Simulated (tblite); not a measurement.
Compound: C4H10ClPSi2.
Atom-mapped SMILES: `[CH3:1][SiH2:2][C@@:3]1([Cl:4])[CH:5]=[CH:6][Si@@H:7]1[PH2:8]` (hydrogens: H9, H10, H11 on C1; H12, H13 on Si2; H14 on C5; H15 on C6; H16 on Si7; H17, H18 on P8)

Geometry (GFN2-xTB, Å), atoms numbered from 1 in this order:
```
atom  x, y, z in Å
C1     2.5463    0.3819   -0.6369
Si2    1.4948   -1.1944   -0.5771
C3    -0.1909   -0.7378    0.1827
Cl4   -1.1856   -2.2499    0.1631
C5    -0.1546   -0.1455    1.5504
C6    -0.7713    1.0367    1.4582
Si7   -1.2616    0.8013   -0.3578
P8    -3.2688    0.0008   -0.9178
H9     2.1052    1.1252   -1.2941
H10    2.6436    0.8307    0.3473
H11    3.5453    0.1693   -1.0029
H12    1.2459   -1.7258   -1.9182
H13    2.1260   -2.2060    0.2765
H14    0.2957   -0.6158    2.4109
H15   -0.8916    1.7721    2.2370
H16   -0.7191    1.7375   -1.3481
H17   -3.6913   -0.2200    0.3823
H18   -3.8768    1.2459   -0.9672
```

Computed with GFN2-xTB (tblite): harmonic, unscaled wavenumbers at the GFN2-xTB geometry, gas phase. Errors from tens to a few hundred cm⁻¹ against measured bands are possible. Modes of hydrogen on phosphorus and silicon can be 10 to 20 % off. One conformer, not necessarily the lowest.

Harmonic wavenumbers (cm⁻¹): 44.4, 57.1, 65.1, 92.7, 117.9, 140.3, 156.6, 182.6, 197.7, 249.6, 367.9, 387.1, 444.9, 471.1, 497.3, 551.8, 569.8, 613.4, 661.1, 681.6, 707.1, 715.4, 743.3, 757.1, 774.8, 816.8, 821.6, 834.9, 874.6, 911.1, 1067.6, 1080.5, 1136.8, 1239.5, 1371.8, 1482.6, 1486.7, 1576.8, 2205.4, 2239.4, 2264.2, 2293.2, 2370.5, 3039.7, 3042.6, 3053.8, 3063.6, 3081.8.

A = 1446, B = 741.4, C = 633.9 MHz; mass 179.975 u (most abundant isotopes); point group C1, symmetry number 1.

Task: Zero-point energy?

Result: ½Σν̃ = 25802 cm⁻¹ = 308.65 kJ/mol.

Task: Entropy at 350 K, 1 bar (ideal gas, RRHO, classical rotation)?

Result: Translation 176.95, rotation 129.77, vibration 200.07: S = 506.8 J/(mol K).

Task: And Cp and H(350 K) − H(0)?

Result: Cp = 218.06 J/(mol K), of which vibrations give 184.80 (their classical limit is 48 R = 399.1); H(350 K) − H(0) = 46.83 kJ/mol without the zero-point energy, 35.19 from vibrations.

Task: Which modes carry the vibrational entropy at 350 K?

Result: 44.4 cm⁻¹: 22.47; 57.1 cm⁻¹: 20.38; 65.1 cm⁻¹: 19.30; 92.7 cm⁻¹: 16.39; 117.9 cm⁻¹: 14.42; 140.3 cm⁻¹: 13.00 J/(mol K); the other 42 give 94.11 together.

Task: How do the functions run with temperature in this model?

Result: 
| T (K) | S (J/(mol K)) | Cp (J/(mol K)) | H − H(0) (kJ/mol) | G − H(0) (kJ/mol) | ln q(vib) |
| --- | --- | --- | --- | --- | --- |
| 100 | 321.0 | 98.7 | 6.62 | -25.48 | 2.77 |
| 200 | 404.8 | 149.4 | 19.00 | -61.96 | 6.61 |
| 300 | 474.7 | 197.7 | 36.42 | -106.00 | 10.22 |
| 500 | 593.0 | 265.2 | 83.30 | -213.21 | 16.97 |
| 800 | 731.6 | 323.3 | 172.42 | -412.84 | 25.87 |
| 1000 | 806.5 | 348.1 | 239.70 | -566.84 | 31.09 |

q(vib) and H(0) count from the zero-point level.

Hindered rotation and anharmonicity are outside this model. Other conformers, if any are populated, would add a mixing term that is left out. The structure is chiral; the term R ln 2 for an equal mix with its mirror image is left out.

Time: 1.1 s. Hardware: one thread, Arm Neoverse V1 (aarch64), no GPU, shared host with 32 logical CPUs at a one-minute load of 25. The figure is for the frequency step alone.
